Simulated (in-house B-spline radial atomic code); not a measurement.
Successive ionisation energies of gadolinium; each step leads to the configuration of the next row (after the last: [Ne] 3s2 3p3). NIST's values go from ground level to ground level; the uncertainty of those that are theory runs from under 0.1 % in few-electron ions to several per cent in heavy many-electron ones. Computed with a B-spline radial code for spherical atoms: non-relativistic Hartree-Fock, average of the configuration, point nuclei.

This level leaves out relativity, spin-orbit splitting included, which matters for heavy ions.

```csv
ion,configuration,ionisation energy (eV),tabulated value (eV),tabulated kind,computed minus tabulated (eV),highest orbital,largest mean radius (bohr)
Gd44+,[Ar] 3d2,3515.1,3546,tabulated theory,-31,3d,0.24257
Gd45+,[Ar] 3d1,3631.7,3660,tabulated theory,-28,3d,0.24115
Gd46+,[Ne] 3s2 3p6,3941.4,3980,tabulated theory,-39,3p,0.23975
Gd47+,[Ne] 3s2 3p5,4042.8,4080,tabulated theory,-37,3p,0.23871
Gd48+,[Ne] 3s2 3p4,4145.1,4191,tabulated theory,-46,3p,0.23767
```
